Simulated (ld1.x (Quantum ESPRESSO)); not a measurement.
Before and after: PAW potential for Cd

- Element: cadmium (Cd)
- Generator: ld1.x (Quantum ESPRESSO) 7.5
- Type: PAW
- Functional: LDA (PZ)
- Relativity: scalar-relativistic
- Frozen core: [Ar] 3d10 4s2
- Valence charge: 18
- Reference configuration: 4p6 4d10 5s2 5p0
- Partial waves: 5s (bound): rcut 1.80, rcutus 2.45 bohr; 5s channel at -0.15 Ry: rcut 1.80, rcutus 2.45 bohr; 4p (bound): rcut 1.30, rcutus 1.35 bohr; 5p (bound, empty): rcut 1.30, rcutus 1.35 bohr; 4d (bound): rcut 1.25, rcutus 1.65 bohr; 4d channel at -0.15 Ry: rcut 1.25, rcutus 1.65 bohr
- Local potential: all-electron potential smoothed inside 2.45 bohr (lloc = -1)
- Core correction: Bessel-smoothed model core inside 1.20 bohr
- Augmentation charge: BESSEL, radius 1.05 bohr

Change: waves 4d (bound): rcut 1.25, rcutus 1.98 bohr; 4d channel at -0.15 Ry: rcut 1.25, rcutus 1.98 bohr.

Cutoffs: the cutoffs (Ry, on a coarse ladder) from which the occupation-weighted sum of valence levels, in a spherical-Bessel basis at the reference potential, stays within 10 and 1 mRy of its value at 400 Ry; they do not see the model core or the augmentation charge, which bear on the density cutoff. Errors are all-electron minus pseudo energies relative to the spin-unpolarised reference configuration.

Task: What does the change do?

Result: The potential gets softer (60 Ry and 100 Ry → 45 Ry and 90 Ry); of the 9 tests that both files solve, the error grows in 1 and shrinks in 3 by more than 15 % and 0.3 meV (median size 9.7 → 7.4 meV); neither file shows a bound ghost. A larger radius leaves more room for a smooth pseudo-wave, so fewer plane waves are needed.

```tsv
quantity	base	changed
cutoff, loose	60 Ry	45 Ry
cutoff, tight	100 Ry	90 Ry
loose cutoff by channel (10 mRy a level)	s 6 Ry, p 40 Ry, d 35 Ry	s 6 Ry, p 40 Ry, d 25 Ry
bound ghosts	none	none
error for 4p6 4d10 5s1 5p0, meV [ΔE 9.63 eV]	+1.6	+1.6
error for 4p6 4d10 5s0 5p0, meV [ΔE 27.15 eV]	+9.0	+6.7
error for 4p6 4d9 5s0 5p0, meV [ΔE 65.40 eV]	-25	-27
error for 4p6 4d9 5s2 5p0, meV [ΔE 18.15 eV]	+18	+49
error for 4p6 4d8 5s0 5p0, meV [ΔE 119.68 eV]	-118	-108
error for 4p6 4d10 5s0 5p2, meV [ΔE 9.91 eV]	+9.6	+7.4
error for 4p6 4d10 5s0 5p1, meV [ΔE 15.54 eV]	+9.7	+7.4
error for 4p6 4d10 5s1 5p0 (spin-polarised), meV [ΔE 9.44 eV]	+2.6	+2.6
error for 4p6 4d9 5s0 5p0 (spin-polarised), meV [ΔE 65.23 eV]	-25	-27
s: phases at 2.65 bohr within 0.05 rad from the reference energy up to (Ry; the scan ends near 5)	3.3	3.3
p: phases at 2.65 bohr within 0.05 rad from the reference energy up to (Ry; the scan ends near 5)	to the end of the scan	to the end of the scan
d: phases at 2.65 bohr within 0.05 rad from the reference energy up to (Ry; the scan ends near 5)	to the end of the scan	to the end of the scan
lowest overlap eigenvalue by channel	s 0.37, p 0.32, d 0.99	s 0.37, p 0.32, d 0.86
```
